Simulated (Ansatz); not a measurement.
The inner images of a band of ClGeH3O + H2S (9 atoms, charge 0, multiplicity 1) are given out of order.

All numbers below come from RKS BHLYP/def2-SVP (Ansatz).

Initial state:

```xyz
9
Properties=species:S:1:pos:R:3
Ge -0.214 0.264 -0.050
O -0.200 0.033 1.699
H -1.041 0.156 2.135
H 1.219 0.092 -0.510
H -0.883 1.586 -0.412
Cl -1.435 -1.295 -0.922
S 1.507 -3.031 1.390
H 0.399 -3.293 0.682
H 0.936 -1.984 2.007
```

Final state:

```xyz
9
Properties=species:S:1:pos:R:3
Ge -0.059 -0.671 -0.363
O 0.471 0.223 2.377
H -0.265 0.477 2.931
H 1.052 0.357 -0.422
H -1.385 -0.232 0.238
Cl -0.545 -1.197 -2.420
S 0.747 -2.505 0.622
H -0.370 -3.229 0.457
H 0.642 -0.694 2.597
```

Question: Put them in order from the first end to the last, with their energies above the first end.
A.
```xyz
9
Properties=species:S:1:pos:R:3
Ge -0.107 0.081 -0.015
O -0.119 -0.120 1.757
H -0.913 0.121 2.230
H 1.324 0.095 -0.515
H -0.895 1.356 -0.230
Cl -1.262 -1.427 -1.061
S 1.350 -2.660 1.183
H 0.204 -3.226 0.782
H 0.706 -1.691 1.886
```
B.
```xyz
9
Properties=species:S:1:pos:R:3
Ge 0.036 -0.169 -0.060
O -0.047 -0.230 1.871
H -0.842 0.013 2.354
H 1.419 0.137 -0.601
H -0.817 1.113 -0.075
Cl -1.272 -1.461 -1.206
S 1.233 -2.421 0.991
H 0.169 -3.209 0.781
H 0.409 -1.244 1.964
```
C.
```xyz
9
Properties=species:S:1:pos:R:3
Ge 0.058 -0.620 -0.437
O 0.332 0.192 2.602
H -0.588 0.229 2.854
H 1.258 0.250 -0.773
H -1.081 0.092 0.266
Cl -0.815 -1.353 -2.285
S 0.852 -2.397 0.657
H -0.270 -3.123 0.538
H 0.541 -0.743 2.595
```
D.
```xyz
9
Properties=species:S:1:pos:R:3
Ge 0.141 -0.411 -0.198
O 0.053 -0.075 2.206
H -0.859 0.010 2.479
H 1.433 0.144 -0.792
H -0.779 0.791 0.072
Cl -1.219 -1.493 -1.528
S 1.121 -2.299 0.776
H 0.080 -3.138 0.687
H 0.317 -1.000 2.315
```
E.
```xyz
9
Properties=species:S:1:pos:R:3
Ge 0.154 -0.544 -0.414
O 0.136 0.085 2.616
H -0.818 0.066 2.663
H 1.377 0.142 -1.008
H -0.784 0.441 0.257
Cl -1.097 -1.463 -1.928
S 1.003 -2.283 0.725
H -0.067 -3.078 0.587
H 0.383 -0.837 2.521
```

Answer: A (+0.24 eV), B (+1.38 eV), D (+0.70 eV), E (+0.08 eV), C (-0.08 eV).

Run time: 5.7 min on 2 threads of Arm Neoverse V2, with other jobs on the host, peak memory 0.28 GiB.
